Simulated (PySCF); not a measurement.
C$_{4}$H$_{10}$In (SMILES C[CH2][In][CH2]C), doublet, geometry from GFN2-xTB (such geometries of metal compounds can be far from the true shape) (the spin is typed, not shown lowest) (all electrons, no relativity).

Here is a job for PySCF.
```python
from pyscf import gto, scf, dft

mol = gto.M(
    atom='''
In    0.522551    0.110913    0.095464
C    -0.958385   -0.716958    1.863040
C    -0.709621   -2.195335    2.093010
H    -1.969477   -0.540101    1.486254
H    -0.816787   -0.144730    2.782284
H     0.302342   -2.366520    2.465317
H    -0.832388   -2.759243    1.165159
H    -1.407709   -2.610205    2.827333
C    -0.327568    0.446933   -2.177772
C    -0.867972    1.858043   -2.306650
H    -1.123847   -0.293176   -2.294764
H     0.450503    0.252025   -2.918620
H    -0.069475    2.593390   -2.188853
H    -1.627516    2.054323   -1.545943
H    -1.329360    2.023417   -3.285696
''',
    basis='sto-3g',
    charge=0,
    spin=1,
    verbose=4,
)

mf = dft.UKS(mol)
mf.xc = 'revpbe'
mf.grids.atom_grid = (99, 590)
mf.grids.prune = None
mf.kernel()
```

Problem. What is the computed <S^2> (REVPBE/STO-3G (PySCF))?

Solution. 0.752

Problem. What number of basis functions does REVPBE/STO-3G give?

Solution. 57

Problem. What nuclear repulsion energy does REVPBE/STO-3G give?

Solution. 402.5184 Eh

Problem. Predict the dipole moment from REVPBE/STO-3G.

Solution. 0.93 D

Problem. Predict the Mulliken (on the basis functions themselves) charges in atom order from REVPBE/STO-3G.

Solution. In1 0.40, C2 -0.26, C3 -0.24, H4 0.05, H5 0.05, H6 0.07, H7 0.06, H8 0.07, C9 -0.26, C10 -0.24, H11 0.05, H12 0.05, H13 0.07, H14 0.06, H15 0.07

These values belong to the state on which the SCF converged, which isn't shown to be the lowest.

Problem. Roughly what does it cost on one core?

Solution. roughly 60 core-seconds.
